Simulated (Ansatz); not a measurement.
One geometry of the cluster Al6Ge, several levels of theory.

```yaml
crystal:
  periodic: [false, false, false]
  atoms:
    - {symbol: Ge, position_ang: [0.638787, 1.753490, -1.493591]}
    - {symbol: Al, position_ang: [2.169857, 1.383403, 0.589241]}
    - {symbol: Al, position_ang: [3.606208, -0.779335, 0.448617]}
    - {symbol: Al, position_ang: [-0.139790, -0.205059, 0.046933]}
    - {symbol: Al, position_ang: [2.137051, -0.378068, -1.656458]}
    - {symbol: Al, position_ang: [1.427800, -0.611615, 2.079942]}
    - {symbol: Al, position_ang: [1.403686, -2.294615, -0.059584]}
basis:
  gaussian: {orbitals: def2-SVP, initial_orbitals: start.molden}
correlation: {method: ccsd_t}
scf: {omitted_lower_state_checks: [starts]}
output: {orbitals: {seedname: orbitals}}
```

The file start.molden holds the orbitals of an earlier run on this structure, at another level or in another basis.

```sh
$ ansatz run in.yaml --threads 4 --pin off --events-out ev --progress --plain --max-ram 4787MiB
```

It prints (some lines left out):

```
Functional definition: HF
1264 factors; integrals over basis functions are off by at most 8.4e-4 eV
mean field evaluation 1: about -95947.4034 eV, gradient 1.9e1 eV
mean field evaluation 2: about -95948.3285 eV, gradient 8.5e-1 eV
mean field evaluation 4: about -95948.7314 eV, gradient 1.3e0 eV
mean field evaluation 8: about -95948.7419 eV, gradient 5.7e-4 eV
mean field evaluation 16: about -95943.6794 eV, gradient 1.2e1 eV
mean field evaluation 32: about -95945.9720 eV, gradient 1.6e-1 eV
mean field evaluation 64: about -95945.9664 eV, gradient 1.8e-1 eV
mean field -95948.74192587 eV, -3526.0512293827 hartree, gradient 2.0e-6 eV, S^2 0.000000; 1 other end points of the search recorded, 0 dependent functions left out; unrestricted orbitals would lower it
mean field evaluation 96: about -95949.2519 eV, gradient 2.0e-1 eV
determinant -95948.74192587 eV, -3526.0512293827 hartree, with singles and doubles -95966.45364094 eV, -3526.7021229059 hartree
determinant -95945.97447257 eV, -3525.9495273496 hartree, with singles and doubles -95963.88523319 eV, -3526.6077356619 hartree
39 core orbitals not correlated: weight in the atoms' cores, before any rotation towards them, 1.000 or more for the frozen orbitals, at most 0.000 for the correlated occupied ones
reference -95948.74192587 eV, -3526.0512293827 hartree; 16, 16 occupied and 85, 85 virtual orbitals, 1264 factors
second order -18.74725200 eV of doubles, -0.00000000 eV of singles
cycle   1  -17.71132925 eV  change    3.9e-4 eV  update   4.6e-3
cycle   2  -17.71263917 eV  change   -1.3e-3 eV  update   2.5e-3
cycle   3  -17.70974925 eV  change    2.9e-3 eV  update   2.3e-3
cycle   4  -17.71349124 eV  change   -3.7e-3 eV  update   5.2e-4
cycle   5  -17.71316763 eV  change    3.2e-4 eV  update   3.1e-4
cycle   6  -17.71305043 eV  change    1.2e-4 eV  update   1.6e-4
cycle   7  -17.71286248 eV  change    1.9e-4 eV  update   7.1e-5
cycle   8  -17.71288658 eV  change   -2.4e-5 eV  update   3.0e-5
cycle   9  -17.71290191 eV  change   -1.5e-5 eV  update   1.6e-5
perturbative correction -1.81051556 eV, -0.0665352195 hartree
Total energy: -95968.26534334 eV, -3526.7687017410 hartree
Checks for a lower state left out: starts
```

Hardware: 4 threads of Arm Neoverse V2 on a shared host. Wall time 18 s, peak host memory 0.63 GiB.

As the first input, with `gaussian: {orbitals: def2-TZVPD, initial_orbitals: start.molden}`, `hamiltonian: {xc: hf}` and without the key `correlation` (abridged; 12 s):

```
Functional definition: HF
mean field -95969.97417707 eV, -3526.8315002223 hartree, gradient 1.6e-5 eV, S^2 0.000000
Total energy: -95969.97417707 eV, -3526.8315002223 hartree
Checks for a lower state left out: starts
```

Geometry: B3LYP-D4/def2-SVP.

Correlated methods freeze 39 core orbitals; core or outer-core shells of Ge are correlated, in sets that lack core-valence functions. At CCSD(T)/def2-SVP T1 of the charge 0 singlet is large (up to 0.024), so the single-reference result is doubtful. At CCSD(T)/def2-SVP the restricted singlet (for correlated methods, its reference) is unstable: a solution with broken spin symmetry lies lower. The restricted singlet is unstable towards broken spin symmetry in Hartree–Fock (as tested in another run); at HF/def2-TZVPD this wasn't settled. The structure comes from a short search, and lower isomers may exist.
